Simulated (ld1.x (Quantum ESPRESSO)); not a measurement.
# u(r) = r·R(r): atom against pseudo-atom (Bi (Z = 83))

Columns: radius, all-electron u(r) and pseudo u(r) of the 6s shell (level -14.53 eV) of bismuth in the configuration [Xe] 4f14 5d10 6s2 6p3; PBEsol, scalar-relativistic, TM scheme, ld1.x (Quantum ESPRESSO) 7.5.

```csv
r (bohr),all-electron,pseudo
0.095,0.1160,-0.0127
0.190,0.0018,-0.0262
0.285,-0.2612,-0.0414
0.380,-0.1348,-0.0592
0.475,0.1351,-0.0808
0.570,0.3350,-0.1073
0.665,0.4017,-0.1400
0.760,0.3516,-0.1802
0.855,0.2255,-0.2288
0.950,0.0618,-0.2864
1.045,-0.1103,-0.3523
1.140,-0.2726,-0.4246
1.235,-0.4149,-0.5003
1.330,-0.5329,-0.5748
1.425,-0.6260,-0.6432
1.520,-0.6955,-0.7009
1.615,-0.7436,-0.7448
1.710,-0.7735,-0.7737
1.805,-0.7881,-0.7881
1.900,-0.7900,-0.7900
1.995,-0.7818,-0.7818
2.090,-0.7655,-0.7655
2.185,-0.7432,-0.7432
2.280,-0.7163,-0.7163
2.375,-0.6862,-0.6862
2.470,-0.6539,-0.6539
```

**Question.** How many radial nodes do the two functions have?

**Answer.** The all-electron 6s function has n − l − 1 = 5 (the table is too coarse to show those close to the nucleus); the pseudo-wave has 0, since the states of the same l below it are removed with the core.

**Question.** At about which radius was the pseudo-wave matched?

**Answer.** 1.90 bohr. The columns agree to 0.0005 from 1.71 bohr on; several derivatives are matched, so the curves merge somewhat inside the radius.

**Question.** Is the pseudo-wave norm-conserving?

**Answer.** Yes: the TM scheme keeps the norm inside the radius equal to the all-electron one, which fixes the energy derivative of the logarithmic derivative at the level.
